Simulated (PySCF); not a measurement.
Which determinant of SrHg lies lowest?

Unrestricted PBE0; basis Sr def2-SVPD with ECP28, Hg def2-SVPD with ECP60; scalar-relativistic core potentials; PySCF 2.14. Outer shells of the fragments: Sr 5s2; Hg 5d10 6s2.

Followed along the bond (rough minima from three points):

```tsv
2Ms+1	unpaired	⟨S²⟩ at the start	R at minimum (Å)	Te (eV)
1	none	0.00	4.02	0.00
3	σ ↑, π ↑	2.00	3.16	1.18
1	σ ↑, π ↓	1.00	3.12	1.32
3	σ ↑↑	2.00	3.51	1.56
```

Solutions found at the starting distance of 3.085 Å, counted from the lowest of them; the search is not exhaustive and high or unbound solutions are not listed, so other states can lie among these:

| 2Ms+1 | unpaired | term | E (eV) | ⟨S²⟩ | ⟨Lz²⟩ | μ (D) |
| --- | --- | --- | --- | --- | --- | --- |
| 1 | none | ¹Σ⁺ | 0.00 | 0.00 | 0.00 | 1.12 |
| 3 | σ ↑, π ↑ | ³Π | 0.88 | 2.00 | 1.00 | -3.23 |
| 1 | σ ↑, π ↓ | mixed | 1.02 | 1.00 | 1.02 | -2.68 |
| 3 | σ ↑↑ | ³Σ⁺ | 1.38 | 2.00 | 0.00 | -2.44 |
| 3 | σ ↑, δ ↑ | ³Δ | 1.65 | 2.00 | 4.00 | 0.98 |
| 1 | σ ↑, δ ↓ | mixed | 1.97 | 1.00 | 4.00 | 0.93 |
| 1 | π ↑↓ | mixed | 2.74 | 1.00 | 2.01 | -9.29 |
| 1 | none | mixed | 3.11 | 0.00 | 2.00 | -7.97 |
| 3 | π ↑, δ ↑ | not assigned | 9.43 | 2.13 | 3.91 | -1.13 |
| 3 | π ↑, δ ↑ | mixed | 9.53 | 2.09 | 5.02 | -0.85 |

A term symbol is given only where ⟨S²⟩ and ⟨Lz²⟩ are close to those of a pure state; real π, δ and φ orbitals otherwise mix terms. A positive dipole means Sr(−)Hg(+).

Q: Compare the gap between the two lowest followed solutions at the starting distance with the gap between their minima.

A: At PBE0 the second solution (triplet, unpaired electrons σ ↑, π ↑) lies +0.88 eV from the first (singlet, closed shell) at 3.085 Å and +1.18 eV at the minima; the two curves relax by different amounts, since their minima lie near 3.16 and 4.02 Å.

Spin–orbit coupling is left out. Counting both spins, an empty level lies below a filled one in some of these solutions, because spin and occupation are held.
